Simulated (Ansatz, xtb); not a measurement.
# C6H8S: which of two isomers lies lower

We compare a, `Cc1csc(C)c1`, a singlet, with b, `Cc1ccc(C)s1`, a singlet. Both are isolated molecules in the gas phase, relaxed with PBE-D3(BJ)/def2-SVP.

a (Å):

```xyz
15

C    -0.3097    2.8025    1.9670
C    -0.1057    1.8805    0.7972
C     0.7582    2.1239   -0.2554
C    -0.4474   -0.0591   -0.5200
C    -0.9536   -1.3809   -1.0102
C    -0.7883    0.6261    0.6315
S     0.7391    0.8466   -1.4288
H     0.3218    3.7081    1.8855
H    -0.0604    2.3007    2.9258
H    -1.3674    3.1327    2.0422
H     1.4095    2.9946   -0.4027
H    -1.6986   -1.7855   -0.2980
H    -0.1394   -2.1292   -1.1094
H    -1.4444   -1.2982   -2.0026
H    -1.5217    0.2347    1.3522
```

b (Å):

```xyz
15

C     0.2312    3.2451    1.6878
C     0.0135    1.9892    0.9023
C     0.9280    1.2476    0.1775
C     0.3604    0.0940   -0.4502
C    -0.9930   -0.0564   -0.2107
C    -1.9210   -1.1278   -0.6932
S    -1.5684    1.2476    0.8043
H    -0.3912    4.0858    1.3151
H    -0.0086    3.1132    2.7640
H     1.2924    3.5531    1.6146
H     1.9876    1.5314    0.1009
H     0.9316   -0.6149   -1.0669
H    -2.3828   -1.6910    0.1451
H    -2.7503   -0.7184   -1.3078
H    -1.3637   -1.8517   -1.3189
```

Quicker runs give these differences E(b) − E(a): GFN2-xTB +0.025 eV; HF/STO-3G −0.009 eV (at GFN2-xTB geometries); r2SCAN-D4/def2-SVP −0.021 eV (at GFN2-xTB geometries).

Question: Estimate which is lower in electronic energy at CCSD(T)/def2-SVP + ΔMP2/def2-TZVPP, and by roughly how much.

Answer: CCSD(T)/def2-SVP + ΔMP2/def2-TZVPP gives E(b) − E(a) = +0.006 eV, slightly favouring structure a, which is too small a margin to settle the true order.

The same difference at several levels:

| level | geometry | E(b) − E(a) (eV) | departure from the last row (eV) | job, with rough time for the two |
| --- | --- | --- | --- | --- |
| GFN2-xTB | GFN2-xTB | +0.025 | +0.019 | optimisation, 0.15 s |
| HF/STO-3G | GFN2-xTB | −0.009 | −0.015 | single point, 0.54 s |
| r2SCAN-D4/def2-SVP | GFN2-xTB | −0.021 | −0.026 | single point, 7.2 s |
| PBE-D3(BJ)/def2-SVP | PBE-D3(BJ)/def2-SVP | −0.019 | −0.025 | optimisation, 34 s |
| HF/def2-SVP | PBE-D3(BJ)/def2-SVP | −0.008 | −0.013 | part of the CCSD(T) run |
| MP2/def2-SVP | PBE-D3(BJ)/def2-SVP | −0.015 | −0.020 | part of the CCSD(T) run |
| CCSD(T)/def2-SVP | PBE-D3(BJ)/def2-SVP | −0.008 | −0.014 | single point |
| CCSD(T)/def2-SVP + ΔMP2/def2-TZVPP | PBE-D3(BJ)/def2-SVP | +0.006 |  | single point, 2.4 min |

As drawn, both hold the same kinds of bond in the same numbers.

The largest departure from CCSD(T)/def2-SVP + ΔMP2/def2-TZVPP is that of r2SCAN-D4/def2-SVP, 0.026 eV. The last row adds to CCSD(T) the change of the MP2 difference between the two basis sets, here +0.014 eV.

With thermal terms from frequencies at re-optimised GFN2-xTB minima (ideal gas, soft modes damped towards free rotors, one conformer each, 298.15 K, 1 atm): the zero-point term adds −0.001 eV; ΔH is +0.006 and ΔG +0.020 eV.

The correlated steps freeze 11 core orbitals. Run with Ansatz 0.2.0, xtb 6.7.1; the last row on 2 threads of Arm Neoverse V2 on a shared host.
